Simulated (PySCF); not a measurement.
# Stretching CsLi⁺

Set-up: PySCF, scalar-relativistic core potentials, basis sets Cs def2-TZVP with ECP46, Li def2-TZVP. Energies in eV from Cs⁺ + Li in their ground configurations at the same level. State: ²Σ⁺ (doublet), unpaired electrons σ ↑.

All columns are CAM-B3LYP. A positive dipole points towards Li; it is taken about the centre of mass and depends on that origin.

| R (Å) | E (eV) | μ (D) | Mulliken charge on Cs (basis-dependent) | HOMO (eV) | LUMO (eV) | Mayer bond order | ⟨S²⟩ |
| --- | --- | --- | --- | --- | --- | --- | --- |
| 3.718 | -0.254 | 3.80 | 0.88 | -8.67 | -4.88 | 0.22 | 0.75 |
| 3.891 | -0.300 | 3.94 | 0.87 | -8.57 | -4.82 | 0.23 | 0.75 |
| 4.064 | -0.325 | 4.04 | 0.86 | -8.46 | -4.75 | 0.25 | 0.75 |
| 4.193 | -0.335 | 4.09 | 0.85 | -8.37 | -4.70 | 0.26 | 0.75 |
| 4.323 | -0.337 | 4.11 | 0.84 | -8.28 | -4.65 | 0.27 | 0.75 |
| 4.453 | -0.334 | 4.12 | 0.84 | -8.19 | -4.61 | 0.28 | 0.75 |
| 4.626 | -0.324 | 4.09 | 0.83 | -8.08 | -4.56 | 0.28 | 0.75 |
| 4.842 | -0.304 | 4.01 | 0.83 | -7.94 | -4.50 | 0.28 | 0.75 |
| 5.101 | -0.274 | 3.84 | 0.83 | -7.77 | -4.44 | 0.28 | 0.75 |
| 5.447 | -0.231 | 3.52 | 0.84 | -7.56 | -4.40 | 0.27 | 0.75 |

A fit through these points gives, at Re = 4.311 Å, μ = 4.11 D and dμ/dR = 0.139 D/Å; the reduced mass is 6.664 u.

**Question.** How strong is the fundamental in the double-harmonic approximation, I = 42.26·(dμ/dR)²/μred km/mol?

**Answer.** I = 42.26·(0.139)²/6.664 = 0.123 km/mol at CAM-B3LYP.

The bond is weak. Basis-set superposition, not corrected here, can be much of De in a small basis, most of all at correlated wavefunction levels. Spin–orbit coupling is left out. For an ion De counts to the pair picked by the measured ionisation energies or electron affinities, which need not be the lowest pair at this level. The state was picked by a PBE0 search and need not be the measured ground state.
